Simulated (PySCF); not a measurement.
Gas-phase reaction: GaCl + 2 H ⇌ GaH + HCl

Energies from PySCF, thermal terms from the rigid-rotor harmonic-oscillator model, ideal gas at 1 bar. † marks an energy on the PBE0/def2-TZVP geometry and frequencies; other levels use their own. CCSD(T) freezes the core. Open shells (unrestricted): H (multiplicity 2); the rest are closed-shell singlets. Ga: all electrons, no relativistic terms. GaH: computed as isolated molecules; such fragments, hydroxides, amides, oligomers or adducts are transient or little studied in the gas. CCSD(T) isn't extrapolated to the basis-set limit; its ΔH°(298 K) is -232.4 kJ in def2-SVP and -247.6 kJ in def2-TZVPP. The harmonic model lacks anharmonicity and excited electronic states, which grow with temperature; levels with a mode under 35 cm⁻¹ are left out.

```json
[
 {"level": "CCSD(T)/def2-TZVPP†", "ΔE electronic, kJ": "-268", "ΔH°(298 K), kJ": "-248", "ΔS°(298 K), J/K": "-83", "ΔG°(2000 K), kJ": "-47"},
 {"level": "HF/def2-TZVP†", "ΔE electronic, kJ": "-168", "ΔH°(298 K), kJ": "-148", "ΔS°(298 K), J/K": "-83", "ΔG°(2000 K), kJ": "52"},
 {"level": "PBE/def2-SVP", "ΔE electronic, kJ": "-231", "ΔH°(298 K), kJ": "-212", "ΔS°(298 K), J/K": "-83", "ΔG°(2000 K), kJ": "-13"},
 {"level": "PBE0/def2-TZVP", "ΔE electronic, kJ": "-244", "ΔH°(298 K), kJ": "-223", "ΔS°(298 K), J/K": "-83", "ΔG°(2000 K), kJ": "-23"},
 {"level": "ωB97X-V/def2-TZVP†", "ΔE electronic, kJ": "-258", "ΔH°(298 K), kJ": "-238", "ΔS°(298 K), J/K": "-83", "ΔG°(2000 K), kJ": "-38"}
]
```
ΔH° is lowest at CCSD(T)/def2-TZVPP† and highest at HF/def2-TZVP†. No reference value is set beside these.
